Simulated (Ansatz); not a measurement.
Wavefunction ladder for CH6AlBGaN

Cartesian coordinates in Å:
```
B -1.562 0.015 0.365
Al -0.049 -0.478 1.589
C 1.548 -0.769 0.252
N 2.361 -0.785 -0.563
Ga -0.899 1.319 -1.041
H -1.152 -1.185 0.195
H -2.616 0.075 0.933
H 0.481 -1.321 2.831
H 2.967 -0.686 -1.352
H -1.467 2.780 -1.259
H 0.389 1.035 -1.951
```

Charge 0, multiplicity 1. Correlated methods include outer-core shells of Ga, which these sets cover unevenly. Scalar relativity is left out up to krypton. The bonds changed during the relaxation, so this is another structure than the one it started from. The structure was optimised at the PBE0-D4/def2-TZVP level. It is one conformer, not always the lowest. Frozen core, restricted reference, the Gaussian-basis code of Ansatz.

| basis | HF (Eh) | MP2 corr. |
| --- | --- | --- |
| def2-SVP | -2285.14094 | -0.67171 |
| def2-TZVPP | -2285.61102 | -0.78447 |
| def2-QZVPP | -2285.66340 | -1.06771 |

(1) Estimate the CCSD correlation energy and the (T) correction in each basis where they were run (hartree).

Results:

(1) 
```csv
basis,CCSD corr.,(T)
def2-SVP,-0.70993,-0.02800
def2-TZVPP,-0.82002,-0.03897
```
